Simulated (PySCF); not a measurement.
Compound: C₅H₁₂Se.
Bonds: C1–C2, C2–C3, C3–Se4, C3–C5, C5–C6. Hydrogens: H7, H8, H9 on C1; H10, H11 on C2; H12 on C3; H13 on Se4; H14, H15 on C5; H16, H17, H18 on C6.

Computed with core-valence-separated Tamm–Dancoff BHandHLYP/aug-pcX-1 (pcseg-1 on H, def2-SVPD on Se) in PySCF, non-relativistic, gas phase, PBE0-D3(BJ)/def2-SVP geometry. No empirical shift is added; at this level the pattern usually sits a few eV under experiment.

(1) Give energies, oscillator strengths and core holes at the C K edge.

Answers

(1) 
```
E (eV)       f  core hole on          main final orbital
284.74  0.0564            C3               LUMO+1 (34 %)
285.25  0.0195         C1/C6  LUMO+2 (2 roots, f summed)
285.60  0.0366         C2/C5    LUMO (2 roots, f summed)
285.87  0.0513         C1/C6  spread (2 roots, f summed)
285.95  0.0459         C2/C5  LUMO+4 (2 roots, f summed)
286.20  0.0328         C1/C6  LUMO+3 (2 roots, f summed)
286.33  0.0019         C1/C6  LUMO+4 (2 roots, f summed)
286.50  0.0110         C2/C5  LUMO+1 (2 roots, f summed)
286.58  0.0274            C3                      spread
286.68  0.0128         C1/C6  LUMO+1 (2 roots, f summed)
286.86  0.0082         C2/C5  LUMO+2 (2 roots, f summed)
```

The first line with a tenth or more of the strongest one's intensity is at 284.74 eV (f = 0.056), with the hole on C3 (sp3 carbon bound to selenium). It is also the strongest listed.

Roots within 0.03 eV whose holes lie on the same, on equivalent or on shared atoms are summed into one line, and the highest roots are left out, as the search may have cut off their partners. Final orbitals are the ground state's empty Kohn–Sham orbitals.

What length of transition dipole belongs to the line at 284.74 eV?

From f = (2/3) ΔE |μ|² in atomic units, with ΔE = 10.464 Eh and f = 0.0564: |μ| = 0.090 au = 0.23 D.

Only the lowest roots of each edge were sought. The BHandHLYP/aug-pcX-1 (pcseg-1 on H, def2-SVPD on Se) calculation is non-relativistic and has no spin–orbit coupling, an omission that weighs most on selenium.

Shape of the structure used: `[CH3:1][CH2:2][CH:3]([SeH:4])[CH2:5][CH3:6]`: C1–C2–C3–Se4 62°, C2–C3–C5–C6 171°, H–Se4–C3–C2 64°.

One conformer stands for the species.
